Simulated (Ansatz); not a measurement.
Abridged output of a molecular run in Ansatz:

```
Functional definition: HF
1233 factors; integrals over basis functions are off by at most 7.7e-4 eV
mean field evaluation 1: about -31599.2276 eV, gradient 3.7e1 eV
mean field evaluation 2: about -31599.5164 eV, gradient 3.8e1 eV
mean field evaluation 4: about -31602.6129 eV, gradient 3.4e0 eV
mean field evaluation 8: about -31602.6814 eV, gradient 3.2e-1 eV
mean field evaluation 16: about -31602.6820 eV, gradient 1.0e-6 eV
mean field -31602.68199869 eV, -1161.3771423845 hartree, gradient 1.0e-6 eV, S^2 0.000000; 0 other end points of the search recorded, 0 dependent functions left out
16 core orbitals not correlated: weight in the atoms' cores, before any rotation towards them, 1.000 or more for the frozen orbitals, at most 0.000 for the correlated occupied ones
reference -31602.68199869 eV, -1161.3771423845 hartree; 13, 13 occupied and 184, 184 virtual orbitals, 1233 factors
second order -19.53313525 eV of doubles, -0.00000000 eV of singles
cycle   1  -20.22625662 eV  change   -6.9e-1 eV  update   9.6e-2
cycle   2  -20.71068730 eV  change   -4.8e-1 eV  update   2.8e-2
cycle   3  -20.80624000 eV  change   -9.6e-2 eV  update   1.4e-2
cycle   4  -20.79792829 eV  change    8.3e-3 eV  update   3.1e-3
cycle   5  -20.79637305 eV  change    1.6e-3 eV  update   1.3e-3
cycle   6  -20.79639305 eV  change   -2.0e-5 eV  update   4.0e-4
cycle   7  -20.79613506 eV  change    2.6e-4 eV  update   1.5e-4
cycle   8  -20.79612707 eV  change    8.0e-6 eV  update   4.6e-5
cycle   9  -20.79614501 eV  change   -1.8e-5 eV  update   1.8e-5
perturbative correction -0.87806291 eV, -0.0322682166 hartree
Total energy: -31624.35620661 eV, -1162.1736548343 hartree
```

Its atoms:

Cartesian coordinates in Å:
```
O -1.438 1.140 0.047
Si -0.242 0.177 -0.515
S -0.579 -1.759 0.322
S 1.749 0.810 -0.086
H -1.525 1.249 0.995
H -0.356 0.236 -1.984
H 0.658 -2.202 0.046
H 1.731 0.348 1.176
```

Problem. Which basis set was used?
A. def2-TZVPP
B. def2-SVPD
C. def2-QZVPP
D. cc-pV(D+d)Z

Solution. A. It gives 213 functions.

Problem. Write the keys of the input that set method, charge and spin (a neutral closed shell needs none for the last two).

Solution. 
```yaml
correlation: {method: ccsd_t}
```
